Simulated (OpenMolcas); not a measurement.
# Ionisation energies of rhodium

```json
{"Program": "OpenMolcas 26.06", "Basis": "ANO-R2 [7s5p4d2f1g]", "Scalar Hamiltonian": "X2C, finite nucleus", "Spin-orbit coupling": "state interaction with AMFI integrals over the reference wave functions, term energies averaged over their components"}
```

Active shells in each charge state: the valence d, s shells, with orbitals averaged over the low states. Where CASPT2's correlated closed shells are named, they are those of the first ion.

A. CASSCF
B. SS-CASPT2, IPEA 0.25 Eh, imaginary shift 0.1 Eh (closed shells correlated: 4s 4p)
C. MS-CASPT2, IPEA 0.25 Eh, imaginary shift 0.1 Eh (closed shells correlated: 4s 4p)
D. SS-CASPT2, IPEA 0.25 Eh, imaginary shift 0.1 Eh (closed shells correlated: 3d 4s 4p)
E. MS-CASPT2, IPEA 0 Eh, imaginary shift 0.1 Eh (closed shells correlated: 4s 4p)

Energies in eV between the lowest computed levels, named as in B; reference values from the NIST Atomic Spectra Database with their kind.

```
            From               To       A       B       C       D       E  Spin-orbit share in B                Reference
Rh 4d8 5s 4F 9/2      Rh+ 4d8 3F4   6.014   7.323   7.323   7.329   7.381                 +0.005         7.459 (measured)
     Rh+ 4d8 3F4  Rh2+ 4d7 4F 9/2  16.249  18.065  18.065  18.059  18.058                 -0.022  18.080 (semi-empirical)
```

Error against the reference values, in %:

```json
{"From": "Rh", "Reference": "measured", "A": "-19.4", "B": "-1.8", "C": "-1.8", "D": "-1.7", "E": "-1.0"}
{"From": "Rh+", "Reference": "semi-empirical", "A": "-10.1", "B": "-0.1", "C": "-0.1", "D": "-0.1", "E": "-0.1"}
```

Absolute error against the one measured value: A 1.44 eV, B 0.14 eV, C 0.14 eV, D 0.13 eV, E 0.08 eV. E lies closest.

The lowest level within the active space need not be the ion's true ground level.
